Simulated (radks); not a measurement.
Initial-state core-level shifts of the chromium ion Cr+ when its valence configuration changes from [Ar] 3d5. Method: Dirac Kohn-Sham, PBE, spin-unpolarised, spherical densities, finite nucleus; open shells fill j = l - 1/2 first; Fermi nuclear charge, rms radius 3.6452 fm; computed with a radial shooting solver on a logarithmic mesh with Libxc functionals. Shifts are changes of the shell-averaged eigenvalues in eV (positive: less bound); the change of the density at the nucleus, which sets a Mossbauer isomer shift, is in e/bohr^3, on a base of 1.143e+04.

valence               1s       2s       3s       3p  density at nucleus
3d4 4p1           -6.119   -6.735   -6.199   -6.021              +1.094
3d4 4s1           -4.800   -5.480   -4.887   -4.713              +6.837
3d4.5 4s0.5       -2.204   -2.514   -2.275   -2.196              +3.138
3d4.5 4p0.5       -2.862   -3.132   -2.931   -2.852              +0.451
3d4 4s0.5 4p0.5   -5.466   -6.114   -5.550   -5.374              +4.015
3d3.5 4p1.5       -9.748  -10.788   -9.748   -9.453              +1.954
3d3 4s2          -11.135  -12.743  -10.985  -10.578             +16.255
3d3 4p2          -13.692  -15.230  -13.512  -13.085              +3.022
3d1.5 4s2 4p1.5  -24.891  -28.330  -23.488  -22.641             +24.404
